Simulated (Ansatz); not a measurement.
Steps of a relaxation of `[CH3][Al-]([CH3])([OH])[SeH2+]` with RKS PBE0-D4/def2-TZVP.

```sh
$ ansatz run in.yaml --threads 4 --pin off --events-out ev --progress --plain --max-ram 11315MiB
```

```yaml
crystal:
  periodic: [false, false, false]
  atoms:
    - {symbol: C, position_ang: [-1.268987, 1.467742, 0.641689]}
    - {symbol: Al, position_ang: [-0.461283, -0.291981, 0.276697]}
    - {symbol: C, position_ang: [1.359603, -0.775754, 0.886972]}
    - {symbol: O, position_ang: [-1.624729, -1.556319, -0.041064]}
    - {symbol: Se, position_ang: [0.135091, 0.323064, -2.376326]}
    - {symbol: H, position_ang: [-1.599703, 1.525571, 1.702780]}
    - {symbol: H, position_ang: [-0.571524, 2.318450, 0.482212]}
    - {symbol: H, position_ang: [-2.171939, 1.644391, 0.019386]}
    - {symbol: H, position_ang: [2.079343, 0.061101, 0.754888]}
    - {symbol: H, position_ang: [1.362598, -1.022537, 1.971909]}
    - {symbol: H, position_ang: [1.779706, -1.660006, 0.360466]}
    - {symbol: H, position_ang: [-1.377568, -2.489618, 0.048696]}
    - {symbol: H, position_ang: [1.274176, 1.230799, -2.079991]}
    - {symbol: H, position_ang: [1.072316, -0.804002, -2.619514]}
basis:
  gaussian: {orbitals: def2-TZVP}
hamiltonian: {xc: pbe0, dispersion: d4}
relax: {f_tol: 0.005, max_steps: 150}
```

Positions (Å) and forces (eV/Å) along the path, 10 of 17 steps:

```xyz
14
step=1 energy=-76202.9436 eV
C    -1.269    1.468    0.642   -0.171    0.323    0.152
Al   -0.461   -0.292    0.277   -0.242   -0.230   -0.053
C     1.360   -0.776    0.887    0.321   -0.108    0.163
O    -1.625   -1.556   -0.041    0.572   -0.292    0.145
Se    0.135    0.323   -2.376    0.513   -0.095    0.037
H    -1.600    1.526    1.703    0.152   -0.011   -0.509
H    -0.572    2.318    0.482   -0.330   -0.410    0.067
H    -2.172    1.644    0.019    0.433   -0.080    0.293
H     2.079    0.061    0.755   -0.345   -0.391    0.056
H     1.363   -1.023    1.972    0.000    0.114   -0.507
H     1.780   -1.660    0.360   -0.208    0.423    0.241
H    -1.378   -2.490    0.049   -0.153    0.709   -0.073
H     1.274    1.231   -2.080   -0.297   -0.211   -0.065
H     1.072   -0.804   -2.620   -0.246    0.261    0.052
14
step=2 energy=-76202.9817 eV
C    -1.261    1.480    0.667   -0.057    0.102    0.051
Al   -0.445   -0.263    0.287   -0.199   -0.261   -0.172
C     1.358   -0.757    0.908    0.104   -0.029    0.085
O    -1.570   -1.526   -0.117    0.246    0.002    0.164
Se    0.098    0.250   -2.377    0.102    0.085    0.045
H    -1.609    1.529    1.711    0.062   -0.014   -0.156
H    -0.569    2.323    0.529   -0.090   -0.126    0.016
H    -2.142    1.662    0.036    0.128   -0.031    0.085
H     2.069    0.076    0.805   -0.103   -0.119    0.017
H     1.351   -1.031    1.974   -0.002    0.048   -0.162
H     1.779   -1.616    0.365   -0.079    0.130    0.072
H    -1.310   -2.447   -0.058   -0.059    0.197    0.001
H     1.217    1.157   -2.079   -0.016   -0.021   -0.093
H     1.023   -0.868   -2.622   -0.038    0.037    0.048
14
step=4 energy=-76202.9952 eV
C    -1.258    1.468    0.656   -0.009   -0.001    0.004
Al   -0.451   -0.274    0.271   -0.161   -0.164   -0.025
C     1.344   -0.765    0.902    0.010    0.004    0.000
O    -1.579   -1.544   -0.075    0.153    0.181    0.034
Se    0.119    0.294   -2.376   -0.045    0.012    0.007
H    -1.583    1.522    1.700    0.003   -0.009    0.009
H    -0.567    2.302    0.501    0.014    0.006   -0.006
H    -2.144    1.648    0.041   -0.010    0.002   -0.009
H     2.057    0.059    0.790    0.006    0.005   -0.001
H     1.331   -1.022    1.967   -0.012    0.001    0.004
H     1.758   -1.630    0.375    0.003   -0.008   -0.006
H    -1.315   -2.460   -0.004   -0.001   -0.022    0.001
H     1.242    1.202   -2.113    0.029    0.018   -0.014
H     1.034   -0.829   -2.605    0.019   -0.026    0.001
14
step=5 energy=-76202.9969 eV
C    -1.259    1.467    0.659   -0.002   -0.001    0.004
Al   -0.453   -0.275    0.275   -0.034   -0.019   -0.037
C     1.343   -0.764    0.906   -0.002    0.004   -0.002
O    -1.570   -1.540   -0.087    0.050    0.021    0.019
Se    0.115    0.294   -2.377    0.028    0.001    0.005
H    -1.578    1.520    1.706   -0.004    0.007    0.009
H    -0.566    2.300    0.500    0.001   -0.001    0.002
H    -2.148    1.649    0.048    0.001   -0.002    0.002
H     2.056    0.060    0.798   -0.002    0.001    0.002
H     1.324   -1.023    1.970    0.005   -0.005    0.013
H     1.758   -1.629    0.378   -0.001   -0.003    0.000
H    -1.309   -2.456   -0.010   -0.016   -0.004   -0.006
H     1.245    1.203   -2.137   -0.010   -0.008   -0.016
H     1.029   -0.835   -2.600   -0.014    0.009    0.005
14
step=6 energy=-76202.9971 eV
C    -1.258    1.468    0.662   -0.004   -0.016    0.001
Al   -0.454   -0.275    0.272   -0.026   -0.015   -0.026
C     1.341   -0.762    0.906    0.001    0.003    0.002
O    -1.565   -1.543   -0.097    0.039    0.022    0.019
Se    0.114    0.293   -2.374    0.021    0.000   -0.009
H    -1.573    1.520    1.709   -0.006    0.006    0.010
H    -0.564    2.300    0.501    0.002   -0.004    0.000
H    -2.149    1.652    0.054   -0.001   -0.001    0.002
H     2.054    0.063    0.798   -0.003    0.000    0.001
H     1.320   -1.018    1.971    0.005   -0.005    0.013
H     1.758   -1.627    0.381    0.000   -0.001    0.001
H    -1.306   -2.459   -0.018   -0.013    0.009   -0.005
H     1.247    1.199   -2.144   -0.005   -0.004   -0.012
H     1.023   -0.840   -2.594   -0.012    0.007    0.004
14
step=7 energy=-76202.9976 eV
C    -1.259    1.467    0.669   -0.001   -0.019   -0.006
Al   -0.454   -0.273    0.270    0.011    0.023    0.002
C     1.340   -0.759    0.912    0.000    0.001    0.000
O    -1.558   -1.541   -0.110    0.000   -0.017    0.005
Se    0.114    0.291   -2.380    0.015    0.002   -0.003
H    -1.569    1.518    1.718   -0.003    0.001    0.003
H    -0.565    2.298    0.507   -0.001   -0.001    0.000
H    -2.153    1.654    0.065    0.001   -0.001    0.003
H     2.052    0.066    0.807   -0.001   -0.001    0.000
H     1.314   -1.015    1.977    0.002   -0.002    0.005
H     1.759   -1.624    0.389    0.002    0.001    0.002
H    -1.302   -2.458   -0.030   -0.010    0.014   -0.005
H     1.254    1.195   -2.172   -0.004   -0.008   -0.008
H     1.013   -0.850   -2.594   -0.009    0.008    0.003
14
step=8 energy=-76202.9979 eV
C    -1.261    1.466    0.675    0.001   -0.011   -0.003
Al   -0.451   -0.270    0.269    0.019    0.029    0.013
C     1.340   -0.756    0.918   -0.001   -0.002    0.000
O    -1.553   -1.536   -0.121   -0.011   -0.018   -0.003
Se    0.114    0.292   -2.384    0.008    0.002    0.001
H    -1.569    1.514    1.726    0.000   -0.001   -0.002
H    -0.568    2.299    0.514   -0.003    0.002    0.001
H    -2.156    1.654    0.075    0.001   -0.002    0.000
H     2.052    0.070    0.817   -0.001   -0.001    0.000
H     1.311   -1.014    1.983   -0.001    0.001   -0.004
H     1.763   -1.620    0.395    0.001    0.002    0.001
H    -1.301   -2.454   -0.044   -0.004    0.005   -0.003
H     1.265    1.187   -2.202   -0.004   -0.005    0.000
H     1.001   -0.860   -2.590   -0.005   -0.001   -0.001
14
step=12 energy=-76202.9984 eV
C    -1.270    1.467    0.687   -0.002    0.004    0.003
Al   -0.442   -0.257    0.271   -0.009   -0.015   -0.007
C     1.347   -0.743    0.922    0.002    0.002    0.000
O    -1.541   -1.522   -0.139    0.005    0.009    0.001
Se    0.121    0.309   -2.380    0.034   -0.006   -0.005
H    -1.583    1.501    1.737   -0.001    0.002    0.001
H    -0.590    2.311    0.536    0.000   -0.004   -0.001
H    -2.165    1.644    0.084   -0.001    0.002    0.000
H     2.056    0.087    0.836   -0.001    0.000    0.000
H     1.312   -1.015    1.983    0.002   -0.002    0.004
H     1.776   -1.599    0.391    0.001   -0.001    0.000
H    -1.291   -2.442   -0.075    0.003    0.003    0.002
H     1.331    1.128   -2.218   -0.018   -0.013   -0.002
H     0.926   -0.898   -2.605   -0.015    0.019    0.003
14
step=14 energy=-76202.9985 eV
C    -1.274    1.466    0.692   -0.004   -0.004   -0.001
Al   -0.442   -0.254    0.270    0.005    0.005    0.000
C     1.348   -0.738    0.923    0.001   -0.001    0.002
O    -1.535   -1.521   -0.146   -0.007   -0.005   -0.001
Se    0.126    0.319   -2.380    0.021   -0.003   -0.002
H    -1.587    1.499    1.741    0.001    0.000   -0.001
H    -0.595    2.312    0.541    0.001    0.001    0.000
H    -2.170    1.644    0.089    0.003    0.000    0.002
H     2.053    0.096    0.843   -0.002    0.000    0.000
H     1.312   -1.016    1.983    0.001    0.000    0.000
H     1.782   -1.588    0.388   -0.001    0.001    0.001
H    -1.284   -2.440   -0.083    0.002    0.002    0.000
H     1.360    1.102   -2.218   -0.013   -0.009   -0.002
H     0.894   -0.910   -2.615   -0.008    0.013    0.004
14
step=17 energy=-76202.9985 eV
C    -1.276    1.466    0.694    0.000   -0.001    0.000
Al   -0.442   -0.253    0.270    0.004    0.003    0.002
C     1.348   -0.735    0.924    0.000   -0.001    0.000
O    -1.533   -1.520   -0.150   -0.004   -0.001   -0.002
Se    0.128    0.324   -2.379   -0.001   -0.001   -0.001
H    -1.587    1.497    1.744    0.000    0.000    0.000
H    -0.597    2.312    0.542    0.000    0.000    0.000
H    -2.172    1.643    0.092    0.000    0.000    0.000
H     2.051    0.101    0.849    0.000    0.000    0.000
H     1.311   -1.017    1.983    0.000    0.000    0.000
H     1.786   -1.582    0.386    0.000    0.000    0.000
H    -1.279   -2.439   -0.089    0.002    0.000    0.000
H     1.373    1.088   -2.220    0.000   -0.001    0.001
H     0.876   -0.916   -2.618    0.000    0.001    0.000
```

Run time 88 s (4 threads of an Arm Neoverse V2 on a shared host); peak host memory 0.78 GiB.
